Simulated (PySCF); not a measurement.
NMR data simulated for an unnamed compound:

$^{1}$H NMR (400 MHz, computed): δ 8.45 (s, 1H), 7.54 (d, 1H), 6.97 (t, 1H), 6.32 (m, 1H), 5.25 (s, 2H), 4.66 (m, 2H), 4.16 (br s, 1H).

$^{13}$C{$^{1}$H} NMR (computed): δ 168.2 (CH), 167.9 (C), 160.0 (CH), 152.7 (CH), 134.4 (CH).

Computational details: GIAO PBE0/pcSseg-1 shieldings, geometry: GFN2-xTB, in PySCF 2.14.0 with density-fitted response routines (rapidly exchanging positions averaged, relativity neglected, in vacuum, one computed conformer).

Scale: $^{1}$H and $^{13}$C vs TMS (reference shieldings calculated alike).

**Question.** Which of these does the molecule contain: an amide, a benzene ring, a non-aromatic C=C double bond, a Si–H bond, an S-methyl group, an aldehyde?

**Answer.** 
- An amide: yes (δC 168.2; δH 8.45 (s)).
- A benzene ring: no.
- A non-aromatic C=C double bond: yes.
- A Si–H bond: yes (δH 5.25 (s)).
- An S-methyl group: no.
- An aldehyde: no.

The data belong to `O=CN[SiH2]C1=C[SiH2]C=C1`, C$_{5}$H$_{9}$NOSi$_{2}$; they needn't prove each group on their own.

Carbon signals by region: 2 in the far downfield region (above 160 ppm), 3 in the sp2 and nitrile region (100–160 ppm). Above 160 ppm: 168.2, amide carbonyl carbon, 167.9, fully substituted alkene carbon.

OH and NH positions are those of a molecule without intermolecular hydrogen bonds; in solution they move with solvent, concentration and temperature, and exchange usually removes their couplings. Shifts are as computed. Against solution values, carbons near 30 ppm lie about +3 ppm off and those near 130 ppm about +5 ppm. Of 1211 compounds with measured shifts, 218 miss one by over three times the rms of a fit or turn the order of signals round; such compounds aren't used in these exercises. Hydrogen bonding in solution deshields acid and N–H amide carbonyl carbons by as much as 10 ppm beyond these values. No couplings were computed; multiplicities are counted from neighbouring protons, with m where these are inequivalent, close in shift, in a saturated or five-membered ring or joined by F or P, and br s for small geminal =CH2 splittings.
